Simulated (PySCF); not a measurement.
From computed data to an observable: chemical shift, span and skew from a shielding tensor

Ge(F)3(OH) (F3GeHO), SMILES [OH][Ge]([F])([F])[F]. Atoms are numbered in the order given.

```xyz
6

O      0.1849     1.7296     0.0000
Ge     0.0095     0.0090     0.0000
F     -0.8431    -0.5633    -1.3662
F      1.5607    -0.6882     0.0000
F     -0.8431    -0.5633     1.3662
H     -0.6537     2.2072     0.0000
```

Geometry: PBE0-D3(BJ)/def2-SVP. The values are those of a single conformer.

GIAO shieldings from PBE/pcSseg-1 (PySCF), non-relativistic, no solvent. The symmetric part of the tensor of F3 has the principal values 242.9, 256.7, 409.5 ppm. The same nucleus in CFCl3 has σ = 133.6 ppm at this level (PySCF, at its B3LYP-D3(BJ)/def2-TZVP geometry).

Problem. Work out the isotropic shielding, the ¹⁹F shift against CFCl3, the span and the skew.

Solution. 
σ(iso) = (σ11 + σ22 + σ33)/3 = 303.0 ppm. δ = σ(ref) − σ(iso) = 133.6 − (303.0) = -169.4 ppm.
Span Ω = σ33 − σ11 = 166.6 ppm. Skew κ = 3(σ(iso) − σ22)/Ω = 0.83. Tumbling in solution averages the tensor to δ; in a static solid the shielding alone would spread this spin-1/2 line over Ω.
